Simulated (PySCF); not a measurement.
From one molecule to another.

First species: C₇H₉N₃.
InChI=1S/C7H9N3/c1-4-7-5-8-9-10(7)6(2)3/h1,5-6H,2-3H3

Second species: N-methylsulfinylamine, CH₃NOS.
SMILES: `CN=S=O`

Levels: PBE0/pcSseg-1 for dipole moment, HOMO energy, LUMO energy and HOMO–LUMO gap; GFN2-xTB for rotational constant A and rotational constant C. Geometries: GFN2-xTB. Each species is one conformer at its optimised geometry, gas phase, non-relativistic unless stated; the electronic structure was computed with PySCF and density fitting.

The conformers computed, where there is a choice (atom-mapped SMILES and torsion angles):
- `[CH:1]#[C:2][c:3]1[cH:4][n:5][n:6][n:7]1[CH:8]([CH3:9])[CH3:10]`: N6–N7–C8–C9 -119°

Values for the first species:

* Dipole moment: 4.52 D
* HOMO energy: -7.24 eV
* LUMO energy: -1.02 eV
* HOMO–LUMO gap: 6.22 eV
* Rotational constant A: 1.734 GHz
* Rotational constant C: 0.940 GHz

**Question.** Estimate the same properties for the second species, and the change in each.

**Answer.** 
| property | first | second | second less first |
| --- | --- | --- | --- |
| dipole moment | 4.52 D | 1.48 D | -3.04 D |
| HOMO energy | -7.24 eV | -8.24 eV | -1.00 eV |
| LUMO energy | -1.02 eV | -2.42 eV | -1.40 eV |
| HOMO–LUMO gap | 6.22 eV | 5.82 eV | -0.40 eV |
| rotational constant A | 1.734 GHz | 16.258 GHz | +14.524 GHz |
| rotational constant C | 0.940 GHz | 3.918 GHz | +2.978 GHz |

On the first: The dipole matches unit charges of opposite sign 0.94 Å apart (1 e·Å = 4.8032 D). A dipole of 4.52 D is allowed in Cs, and pure rotational transitions are dipole-allowed.

On the second: In atomic units the dipole is 0.58 e·bohr (1 au = 2.5417 D). GFN2-xTB frequencies show an imaginary mode (138i cm⁻¹), so this geometry is no minimum at that level.
